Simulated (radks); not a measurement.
Values are calculated unless marked as measured or tabulated.
As3+, 30 electrons, occupied as [Ar] 3d9.75 4s2 4p0.25 (fractional occupations, a model configuration). Code: a radial shooting solver on a logarithmic mesh with Libxc functionals. Model: Dirac Kohn-Sham, SOGGA, spin-unpolarised, spherical densities, point nucleus; open shells fill j = l - 1/2 first. Some entries of the table are withheld. Estimate them.

| orbital | occ. | eigenvalue (eV) | <r> (bohr) | <r^2> (bohr^2) |
|---|---|---|---|---|
| 1s1/2 | 2 | -11744.70 | 0.04552 | 0.002789 |
| 2s1/2 | 2 | -1523.158 | 0.2026 | 0.04848 |
| 2p1/2 | 2 | -1365.302 | 0.1747 | 0.03749 |
| 2p3/2 | 4 | -1328.779 | 0.1784 | 0.03896 |
| 3s1/2 | 2 | -227.3209 | 0.5972 | 0.4110 |
| 3p1/2 | 2 | -174.2316 | 0.6081 | 0.4343 |
| 3p3/2 | 4 | -169.1745 | 0.6185 | 0.4493 |
| 3d3/2 | 4 | -78.1753 | (1) | 0.5511 |
| 3d5/2 | 5.75 | -77.4298 | (2) | 0.5583 |
| 4s1/2 | 2 | (3) | 1.725 | 3.366 |
| 4p1/2 | 0.25 | -33.8180 | 1.970 | 4.416 |
| 4p3/2 | 0 | -33.3244 | 1.996 | 4.530 |

Answer. 
(1) 3d3/2 <r> (bohr): 0.6632
(2) 3d5/2 <r> (bohr): 0.6675
(3) 4s1/2 eigenvalue (eV): -45.2423
